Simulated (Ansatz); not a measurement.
Species: sum formula CuOClH₂, charge 0, multiplicity 1. SMILES: [Cu](<-[OH2])[Cl]
Geometry: optimised at B3LYP-D3(BJ)/def2-TZVP (Ansatz, an electronic-structure program).

Quantity: atomisation energy (electronic, to ground-state atoms), in eV. Cores are frozen in the correlated levels unless marked. UHF or UKS for open shells. Spin-orbit coupling is left out. The frozen core is the preceding noble-gas configuration, with the filled d and f shells of earlier blocks. Non-relativistic. The coupled-cluster limit lacks core correlation, which all-electron functionals hold. CBS marks a two-point X^-3 extrapolation of the correlation energy; Hartree-Fock from the larger set. [CCSD(T)-MP2]/basis is that difference in the basis named.

```json
[
 {"level": "HF/6-31G*", "program": "Ansatz", "atomisation energy (eV)": "9.04"},
 {"level": "HF/def2-SVPD", "program": "Ansatz", "atomisation energy (eV)": "10.46"},
 {"level": "PBE/def2-TZVPD", "program": "Ansatz", "atomisation energy (eV)": "15.04"},
 {"level": "r2SCAN-D3(BJ)/def2-TZVPD", "program": "Ansatz + dftd3", "atomisation energy (eV)": "15.04"}
]
```

### Question
What does RI-MP2/CBS(def2-TZVPPD,def2-QZVPPD)+[CCSD(T)-MP2]/def2-TZVPPD (Ansatz) give?

### Answer
15.16 eV, so r2SCAN-D3(BJ)/def2-TZVPD differs from it by -0.12 eV.
